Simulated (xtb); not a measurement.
C2HCl3, triplet, geometry from GFN2-xTB (a higher spin typed on purpose: for a closed-shell molecule this is an excited state); GFN1-xTB run with xtb.

The xtb input:
```
$ xtb mol.xyz --gfn 1 --uhf 2 --etemp 3000 --json

# file mol.xyz
6

Cl     2.09141099     0.25449089     0.59949348
C      1.01747801    -0.42814838    -0.55146569
C     -0.38233112    -0.26504350    -0.44338425
Cl    -1.12195689     1.23301851    -0.87628124
Cl    -1.28150018    -1.18533211     0.70691994
H      1.49390213    -0.97786253    -1.34314731
```

Q: Write the output that xtb gives for this input, abridged.

A: 
```
   ID    Z sym.   atoms
    1   17 Cl     1, 4, 5
    2    6 C      2, 3
    3    1 H      6

           -------------------------------------------------
          |                Calculation Setup                |
           -------------------------------------------------

           -------------------------------------------------
          |                 G F N 1 - x T B                 |
           -------------------------------------------------

          ...................................................
          :                      SETUP                      :
          :.................................................:
          :  # basis functions                  40          :
          :  # atomic orbitals                  37          :
          :  # shells                           15          :
          :  # electrons                        30          :
          :  # halogen bonds                     0          :
          :  max. iterations                   250          :
          :  Hamiltonian                  GFN1-xTB          :
          :  restarted?                      false          :
          :  GBSA solvation                  false          :
          :  PC potential                    false          :
          :  electronic temp.         3000.0000000     K    :
          :  accuracy                    1.0000000          :
          :  -> integral cutoff          0.2500000E+02      :
          :  -> integral neglect         0.1000000E-07      :
          :  -> SCF convergence          0.1000000E-05 Eh   :
          :  -> wf. convergence          0.2000000E-04 e    :
          :  Broyden damping             0.4000000          :
          :  net charge                          0          :
          :  unpaired electrons                  2          :
          ...................................................

 iter      E             dE          RMSdq      gap      omega  full diag
   1    -17.4409314 -0.174409E+02  0.723E+00    3.80       0.0  T
   2    -17.4491573 -0.822587E-02  0.457E+00    4.01       1.0  T
   3    -17.4479923  0.116505E-02  0.564E-01    3.87       1.0  T
   4    -17.4498279 -0.183563E-02  0.833E-02    3.95       1.0  T
   5    -17.4498409 -0.129514E-04  0.456E-03    3.95       9.0  T
   6    -17.4498409 -0.743302E-07  0.179E-03    3.95      22.8  T
   7    -17.4498409 -0.450946E-08  0.539E-04    3.95      75.8  T
   8    -17.4498409 -0.935394E-10  0.208E-04    3.95     196.3  T
   9    -17.4498409 -0.175469E-10  0.134E-06    3.95   30357.2  T
  10    -17.4498409 -0.568434E-13  0.494E-07    3.95   82608.7  T

   *** convergence criteria satisfied after 10 iterations ***

 transition dipole moment (au) for excitation:          15          16
     X       Y       Z
   0.0023   0.0354  -0.0232  total (au/Debye):    0.042   0.108
 dE (eV)             :    0.265
 oscillator strength :  0.16469E-04

         :::::::::::::::::::::::::::::::::::::::::::::::::::::
         ::                     SUMMARY                     ::
         :::::::::::::::::::::::::::::::::::::::::::::::::::::
         :: total energy             -17.380622512121 Eh    ::
         :: gradient norm              0.008744937217 Eh/a0 ::
         :: HOMO-LUMO gap              3.947884237498 eV    ::
         ::.................................................::
         :: SCC energy               -17.449840931015 Eh    ::
         :: -> electrostatic           0.003781825194 Eh    ::
         :: repulsion energy           0.072144719338 Eh    ::
         :: dispersion energy         -0.002926300444 Eh    ::
         :: halogen bond corr.         0.000000000000 Eh    ::
         :: add. restraining           0.000000000000 Eh    ::
         :: total charge               0.000000000000 e     ::
         :::::::::::::::::::::::::::::::::::::::::::::::::::::

           -------------------------------------------------
          |                Property Printout                |
           -------------------------------------------------

    * Orbital Energies and Occupations

         #    Occupation            Energy/Eh            Energy/eV
      -------------------------------------------------------------
         1        2.0000           -0.9240537             -25.1448
       ...           ...                  ...                  ...
         4        2.0000           -0.6666735             -18.1411
         5        2.0000           -0.6168088             -16.7842
         6        2.0000           -0.5676859             -15.4475
         7        2.0000           -0.5595901             -15.2272
         8        2.0000           -0.5582654             -15.1912
         9        2.0000           -0.5083733             -13.8335
        10        1.9999           -0.4974117             -13.5353
        11        1.9993           -0.4806760             -13.0799
        12        1.9988           -0.4747268             -12.9180
        13        1.9954           -0.4622454             -12.5783
        14        1.9947           -0.4608044             -12.5391
        15        1.0086           -0.3660975              -9.9620
        16        1.0027           -0.3563706              -9.6973 (HOMO)
        17        0.0005           -0.2112885              -5.7495 (LUMO)
        18        0.0000           -0.1849002              -5.0314
        19        0.0000           -0.1603094              -4.3622
        20                         -0.1048545              -2.8532
        21                         -0.0620071              -1.6873
        22                         -0.0538053              -1.4641
        23                         -0.0535975              -1.4585
        24                         -0.0522574              -1.4220
        25                         -0.0518960              -1.4122
        26                         -0.0501663              -1.3651
        27                         -0.0500184              -1.3611
       ...                                ...                  ...
        37                          0.4237173              11.5299
      -------------------------------------------------------------
                  HL-Gap            0.1450821 Eh            3.9479 eV
             Fermi-level           -0.3468692 Eh           -9.4388 eV

  Mulliken/CM5 charges         n(s)   n(p)   n(d)
     1Cl   -0.03565 -0.03908   1.944  5.080  0.012
     2C     0.00218 -0.04764   1.062  2.936  0.000
     3C     0.11483  0.11132   1.092  2.793  0.000
     4Cl   -0.06476 -0.06478   1.946  5.109  0.010
     5Cl   -0.06476 -0.06478   1.946  5.109  0.010
     6H     0.04816  0.10496   0.952  0.000  0.000

Wiberg/Mayer (AO) data.
largest (>0.10) Wiberg bond orders for each atom

 ---------------------------------------------------------------------------
     #   Z sym  total        # sym  WBO       # sym  WBO       # sym  WBO
 ---------------------------------------------------------------------------
     1  17 Cl   1.307 --     2 C    1.180
     2   6 C    3.432 --     3 C    1.187     1 Cl   1.180     6 H    0.966
     3   6 C    3.464 --     2 C    1.187     5 Cl   1.102     4 Cl   1.102
     4  17 Cl   1.259 --     3 C    1.102
     5  17 Cl   1.259 --     3 C    1.102
     6   1 H    1.012 --     2 C    0.966
 ---------------------------------------------------------------------------

Topologies differ in total number of bonds
Writing topology from bond orders to xtbtopo.mol

 dipole moment from electron density (au)
     X       Y       Z
   0.2752  -0.1885  -0.2603  total (Debye):    1.075

           -------------------------------------------------
          | TOTAL ENERGY              -17.380622512121 Eh   |
          | GRADIENT NORM               0.008744937217 Eh/α |
          | HOMO-LUMO GAP               3.947884237498 eV   |
           -------------------------------------------------

normal termination of xtb
```
